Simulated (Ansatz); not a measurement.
The cluster Ca2S⁺, relaxed as a doublet with UKS PBE-D4/def2-TZVP in Ansatz, starting from the GFN2-xTB geometry. Force threshold 0.02 eV/Å.

The structure comes from a short search, and lower isomers may exist.

Start:

```
atom   x (Å)   y (Å)   z (Å)
 Ca1   0.697  -0.832   1.723
 Ca2  -1.495   0.260  -1.358
  S3   0.797   0.572  -0.364
```

```json
{"step": "1", "energy (eV)": "-47691.8547", "largest force component (eV/Å)": "0.633", "SCF passes": "33"}
{"step": "2", "energy (eV)": "-47691.9038", "largest force component (eV/Å)": "0.230", "SCF passes": "34"}
{"step": "3", "energy (eV)": "-47691.9094", "largest force component (eV/Å)": "0.042", "SCF passes": "33"}
{"step": "4", "energy (eV)": "-47691.9095", "largest force component (eV/Å)": "0.016", "SCF passes": "32"}
```

Force components are those of the run's own axes.

End:

Cartesian coordinates in Å:
```
Ca 0.609 -0.805 1.626
Ca -1.435 0.213 -1.248
S 0.826 0.592 -0.378
```

By distances, no bond broke or formed. The bond that changes most is Ca2–S3, from 2.52 to 2.45 Å (atoms count from 1).

No frequencies were taken in this run, so the end may be a saddle point.

Run time 8.5 s (4 threads of Arm Neoverse V1 on a shared host).
